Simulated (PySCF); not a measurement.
C5H4O2, SMILES C1OC(=C=C)OC=1.

Geometry optimised at PBE-D3(BJ)/def2-SVP. The structure was generated by enumeration, and PubChem lists no compound with its InChIKey, so it may never have been made.

Computed with PBE-D3(BJ)/def2-SVP (PySCF 2.14.0).

Harmonic, unscaled wavenumbers; measured fundamentals usually lie a few per cent lower.

Computed vibrational spectrum:
```csv
mode,ν (cm⁻¹),IR (km/mol),moving atoms (share of kinetic energy)
1,121,10.7,"C 66 %, H 26 %, O 8 %"
2,157,3.7,"C 61 %, O 22 %, H 17 %"
3,160,0.2,"C 55 %, O 35 %, H 10 %"
4,513,0.0,"H 48 %, C 27 %, O 25 %"
5,550,0.0,"C 73 %, O 21 %"
6,552,0.0,"H 67 %, C 29 %"
7,581,9.3,"C 80 %, O 18 %"
8,586,0.3,"C 72 %, O 20 %"
9,683,52.8,"H 82 %, C 17 %"
10,768,0.0,"H 74 %, C 26 %"
11,821,68.7,"O 84 %, H 10 %"
12,893,16.4,"C 57 %, O 35 %"
13,907,20.6,"H 71 %, C 28 %"
14,982,0.5,"H 72 %, C 28 %"
15,1041,2.0,"C 58 %, O 41 %"
16,1054,88.2,"C 39 %, H 38 %, O 23 %"
17,1083,3.3,"H 61 %, C 23 %, O 16 %"
18,1161,137.4,"O 36 %, C 35 %, H 29 %"
19,1298,19.1,"H 49 %, C 42 %, O 9 %"
20,1310,221.9,"H 56 %, C 37 %"
21,1462,132.4,"C 60 %, H 37 %"
22,1635,34.8,"C 89 %, H 10 %"
23,2060,288.2,C 99 %
24,2991,67.9,H 95 %
25,3059,11.4,"H 89 %, C 11 %"
26,3223,8.5,"H 92 %, C 8 %"
27,3247,0.1,"H 89 %, C 11 %"
```
